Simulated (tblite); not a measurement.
Record of a relaxation.

Compound: C5H2FNSe2.
Numbering: `[N:1]#[C:2][C:3]1=[CH:4][Se:5][CH:6]=[C:7]([F:8])[Se:9]1` (hydrogens: H10 on C4; H11 on C6)

Computed with GFN2-xTB (tblite), gas phase: L-BFGS steps from a force-field or distance-geometry start until the largest atomic force falls under 0.01 eV/Å. 14 of its 58 geometries are shown.

Step 0: E = -696.7448 eV, largest atomic force 3.279 eV/Å
```
atom  x, y, z in Å  |  force x, y, z in eV/Å
N1      3.314   -0.995    0.768   -2.761   1.056  -1.419
C2      2.324   -0.616    0.261    2.231  -0.982   1.044
C3      1.125   -0.164   -0.346    0.299   0.524   0.269
C4      0.771    1.138   -0.292    0.069  -0.466  -0.063
Se5    -0.933    1.726   -0.957    0.130  -0.486   0.731
C6     -1.837    0.416    0.131    0.076  -0.295  -0.115
C7     -1.487   -0.873    0.063   -0.302   0.336   0.269
F8     -2.033   -1.764    0.933    0.466   0.295  -0.757
Se9    -0.081   -1.456   -1.129   -0.186  -0.282   0.479
H10     1.396    1.843    0.240   -0.052   0.178  -0.219
H11    -2.553    0.749    0.873    0.032   0.123  -0.219
```

Step 4: E = -696.8796 eV, largest atomic force 0.532 eV/Å
```
atom  x, y, z in Å  |  force x, y, z in eV/Å
N1      3.282   -0.985    0.750    0.445  -0.208   0.204
C2      2.321   -0.622    0.250   -0.188   0.057  -0.167
C3      1.139   -0.156   -0.334   -0.279  -0.091  -0.134
C4      0.779    1.129   -0.289    0.003   0.023   0.039
Se5    -0.923    1.696   -0.902    0.033   0.308   0.036
C6     -1.842    0.418    0.128   -0.088   0.022   0.068
C7     -1.488   -0.857    0.062    0.075  -0.080  -0.074
F8     -2.009   -1.764    0.889   -0.052  -0.245  -0.057
Se9    -0.088   -1.476   -1.083    0.146  -0.129   0.204
H10     1.390    1.859    0.216    0.112   0.208  -0.133
H11    -2.555    0.761    0.855   -0.207   0.135   0.014
```

Step 9: E = -696.9311 eV, largest atomic force 0.222 eV/Å
```
atom  x, y, z in Å  |  force x, y, z in eV/Å
N1      3.289   -1.000    0.741    0.051  -0.068  -0.053
C2      2.330   -0.632    0.232    0.064   0.092   0.058
C3      1.133   -0.157   -0.330    0.104   0.045   0.069
C4      0.787    1.133   -0.279   -0.039   0.160  -0.075
Se5    -0.919    1.750   -0.841   -0.054  -0.131   0.163
C6     -1.862    0.418    0.142    0.055  -0.015  -0.018
C7     -1.494   -0.856    0.064   -0.008   0.007   0.021
F8     -2.013   -1.819    0.835   -0.211   0.069   0.004
Se9    -0.056   -1.530   -1.006   -0.023   0.128   0.045
H10     1.417    1.903    0.151    0.081  -0.142  -0.114
H11    -2.606    0.792    0.834   -0.020  -0.146  -0.101
```

Step 13: E = -696.9731 eV, largest atomic force 0.254 eV/Å
```
atom  x, y, z in Å  |  force x, y, z in eV/Å
N1      3.319   -1.046    0.708    0.020   0.039  -0.048
C2      2.370   -0.604    0.239   -0.004   0.063  -0.024
C3      1.162   -0.122   -0.294   -0.186  -0.161  -0.064
C4      0.791    1.163   -0.300    0.216  -0.054   0.067
Se5    -0.937    1.788   -0.735    0.160  -0.069  -0.027
C6     -1.870    0.406    0.159   -0.091  -0.084   0.037
C7     -1.511   -0.870    0.085    0.090  -0.052  -0.081
F8     -2.110   -1.846    0.781   -0.099   0.184  -0.021
Se9    -0.020   -1.540   -0.918   -0.028   0.058   0.097
H10     1.491    1.911    0.041    0.014   0.204   0.010
H11    -2.679    0.763    0.776   -0.091  -0.129   0.053
```

Step 18: E = -696.9939 eV, largest atomic force 0.148 eV/Å
```
atom  x, y, z in Å  |  force x, y, z in eV/Å
N1      3.338   -1.049    0.679    0.144   0.033   0.012
C2      2.386   -0.592    0.232    0.004  -0.067  -0.038
C3      1.165   -0.122   -0.276    0.033   0.039   0.014
C4      0.827    1.171   -0.295   -0.083   0.031   0.021
Se5    -0.915    1.793   -0.685   -0.036  -0.015   0.000
C6     -1.884    0.399    0.167    0.032   0.056  -0.036
C7     -1.520   -0.875    0.087   -0.044   0.033  -0.016
F8     -2.180   -1.833    0.751   -0.030  -0.011  -0.008
Se9    -0.007   -1.553   -0.861   -0.055  -0.038   0.043
H10     1.527    1.947   -0.012   -0.007  -0.043   0.028
H11    -2.732    0.717    0.757    0.040  -0.018  -0.021
```

Step 22: E = -696.9982 eV, largest atomic force 0.095 eV/Å
```
atom  x, y, z in Å  |  force x, y, z in eV/Å
N1      3.363   -1.036    0.668   -0.029   0.050  -0.075
C2      2.397   -0.603    0.225    0.042   0.066   0.014
C3      1.171   -0.121   -0.269   -0.021  -0.074   0.017
C4      0.825    1.172   -0.286    0.039  -0.078   0.013
Se5    -0.915    1.796   -0.680    0.010   0.025  -0.008
C6     -1.884    0.404    0.163   -0.038  -0.040   0.006
C7     -1.531   -0.873    0.084    0.011  -0.027  -0.007
F8     -2.203   -1.827    0.742   -0.023   0.027  -0.019
Se9    -0.012   -1.562   -0.840    0.055   0.019   0.027
H10     1.531    1.948   -0.015   -0.033  -0.045   0.029
H11    -2.737    0.705    0.752   -0.012   0.076   0.001
```

Step 26: E = -697.0071 eV, largest atomic force 0.181 eV/Å
```
atom  x, y, z in Å  |  force x, y, z in eV/Å
N1      3.436   -0.991    0.606   -0.065   0.048  -0.092
C2      2.436   -0.594    0.205    0.041   0.057   0.058
C3      1.178   -0.143   -0.237    0.027   0.060   0.047
C4      0.830    1.149   -0.262   -0.080   0.066  -0.061
Se5    -0.908    1.811   -0.637    0.113  -0.081   0.019
C6     -1.903    0.405    0.155    0.023   0.080  -0.020
C7     -1.556   -0.872    0.073   -0.045   0.040   0.094
F8     -2.279   -1.815    0.693   -0.022  -0.060   0.012
Se9     0.001   -1.595   -0.745    0.006  -0.155  -0.094
H10     1.538    1.935   -0.030    0.036  -0.071   0.067
H11    -2.768    0.713    0.723   -0.033   0.015  -0.031
```

Step 31: E = -697.0156 eV, largest atomic force 0.099 eV/Å
```
atom  x, y, z in Å  |  force x, y, z in eV/Å
N1      3.483   -0.943    0.550   -0.060   0.053  -0.039
C2      2.454   -0.573    0.202   -0.009  -0.053  -0.007
C3      1.175   -0.158   -0.214   -0.026  -0.044  -0.013
C4      0.825    1.133   -0.251    0.072  -0.027   0.041
Se5    -0.891    1.806   -0.633   -0.049   0.034  -0.015
C6     -1.908    0.412    0.146    0.007  -0.037   0.019
C7     -1.570   -0.870    0.081    0.020  -0.035   0.002
F8     -2.322   -1.808    0.676    0.026   0.009   0.013
Se9    -0.003   -1.628   -0.714    0.001   0.088   0.045
H10     1.543    1.902    0.003    0.033   0.006   0.012
H11    -2.781    0.729    0.699   -0.015   0.006  -0.059
```

Step 35: E = -697.0184 eV, largest atomic force 0.058 eV/Å
```
atom  x, y, z in Å  |  force x, y, z in eV/Å
N1      3.513   -0.907    0.506   -0.053   0.011  -0.014
C2      2.461   -0.572    0.191    0.048  -0.028  -0.010
C3      1.170   -0.170   -0.199    0.022   0.031   0.015
C4      0.834    1.125   -0.236   -0.045   0.034   0.010
Se5    -0.885    1.811   -0.616    0.048  -0.022   0.025
C6     -1.912    0.411    0.145   -0.017   0.022  -0.012
C7     -1.579   -0.872    0.086   -0.022   0.000   0.016
F8     -2.353   -1.807    0.659    0.027   0.011   0.021
Se9    -0.004   -1.641   -0.669    0.015  -0.010  -0.014
H10     1.561    1.890    0.011   -0.013  -0.037  -0.005
H11    -2.802    0.734    0.665   -0.009  -0.012  -0.030
```

Step 39: E = -697.0192 eV, largest atomic force 0.043 eV/Å
```
atom  x, y, z in Å  |  force x, y, z in eV/Å
N1      3.517   -0.903    0.497    0.002  -0.016  -0.003
C2      2.463   -0.572    0.186    0.009   0.016  -0.005
C3      1.171   -0.169   -0.195    0.001  -0.031  -0.007
C4      0.833    1.126   -0.231    0.023  -0.033   0.014
Se5    -0.880    1.813   -0.607   -0.034   0.022   0.005
C6     -1.914    0.411    0.143   -0.006  -0.008  -0.019
C7     -1.581   -0.871    0.090    0.014   0.008  -0.007
F8     -2.355   -1.807    0.660    0.010   0.014   0.021
Se9    -0.002   -1.644   -0.660   -0.002   0.008   0.002
H10     1.567    1.885    0.010   -0.001   0.023   0.009
H11    -2.812    0.734    0.651   -0.015  -0.002  -0.010
```

Step 44: E = -697.0200 eV, largest atomic force 0.023 eV/Å
```
atom  x, y, z in Å  |  force x, y, z in eV/Å
N1      3.523   -0.903    0.487    0.003  -0.006  -0.012
C2      2.469   -0.572    0.179    0.000  -0.017   0.014
C3      1.172   -0.173   -0.193    0.006   0.017  -0.007
C4      0.832    1.122   -0.221   -0.005   0.015  -0.017
Se5    -0.880    1.817   -0.599    0.009  -0.003   0.001
C6     -1.921    0.413    0.133   -0.004  -0.001   0.001
C7     -1.580   -0.868    0.092    0.004  -0.002   0.004
F8     -2.350   -1.800    0.674   -0.001   0.001   0.000
Se9    -0.003   -1.645   -0.657    0.004  -0.006   0.006
H10     1.567    1.881    0.018   -0.013   0.001   0.013
H11    -2.824    0.731    0.633   -0.003   0.001  -0.003
```

Step 48: E = -697.0202 eV, largest atomic force 0.017 eV/Å
```
atom  x, y, z in Å  |  force x, y, z in eV/Å
N1      3.525   -0.905    0.482    0.003  -0.013   0.000
C2      2.469   -0.573    0.180   -0.005   0.011  -0.012
C3      1.173   -0.172   -0.194   -0.004  -0.003   0.006
C4      0.832    1.123   -0.222    0.003  -0.003   0.005
Se5    -0.879    1.818   -0.597   -0.003  -0.001  -0.009
C6     -1.922    0.412    0.131    0.006   0.002   0.002
C7     -1.579   -0.868    0.093   -0.002   0.000   0.002
F8     -2.350   -1.799    0.675    0.000  -0.004  -0.002
Se9    -0.001   -1.647   -0.654    0.003   0.006   0.008
H10     1.565    1.882    0.022   -0.004   0.006   0.004
H11    -2.828    0.731    0.628    0.003  -0.002  -0.003
```

Step 53: E = -697.0203 eV, largest atomic force 0.014 eV/Å
```
atom  x, y, z in Å  |  force x, y, z in eV/Å
N1      3.525   -0.912    0.476   -0.007   0.001  -0.008
C2      2.471   -0.573    0.177    0.007  -0.006   0.008
C3      1.174   -0.170   -0.192    0.004   0.008   0.001
C4      0.833    1.124   -0.221   -0.006   0.007   0.010
Se5    -0.880    1.819   -0.597   -0.001  -0.005  -0.005
C6     -1.922    0.413    0.130   -0.006  -0.005  -0.001
C7     -1.579   -0.868    0.095    0.007  -0.003  -0.002
F8     -2.351   -1.800    0.675    0.000   0.006  -0.001
Se9     0.002   -1.647   -0.646    0.000  -0.007  -0.002
H10     1.562    1.886    0.025    0.005  -0.001  -0.003
H11    -2.830    0.730    0.622   -0.002   0.005   0.004
```

Step 57: E = -697.0203 eV, largest atomic force 0.006 eV/Å
```
atom  x, y, z in Å  |  force x, y, z in eV/Å
N1      3.526   -0.914    0.472    0.004  -0.002  -0.003
C2      2.472   -0.573    0.176   -0.004   0.001   0.003
C3      1.175   -0.169   -0.191   -0.004  -0.003   0.003
C4      0.832    1.125   -0.218    0.002  -0.003   0.000
Se5    -0.880    1.818   -0.599   -0.001   0.000   0.000
C6     -1.923    0.412    0.129    0.000   0.002  -0.004
C7     -1.578   -0.868    0.096   -0.004   0.002  -0.001
F8     -2.351   -1.799    0.675    0.001  -0.004   0.002
Se9     0.002   -1.647   -0.644    0.004   0.005   0.000
H10     1.562    1.887    0.027    0.001   0.002  -0.002
H11    -2.831    0.731    0.620    0.001  -0.001   0.001
```

Problem. Summarise the path.

Solution. The energy falls by 0.2755 eV from step 0 to step 57; nine tenths of that is first reached at step 18. It rises by more than 0.2 meV at step 1. The largest force goes from 3.279 to 0.006 eV/Å. Among the bonds C4–Se5 changes most, from 1.921 to 1.886 Å; the atoms move by 0.305 Å rms after alignment.

What follows is the cost of the whole relaxation. Time: 0.45 s of wall time. Hardware: Arm Neoverse V1, one thread, shared host.
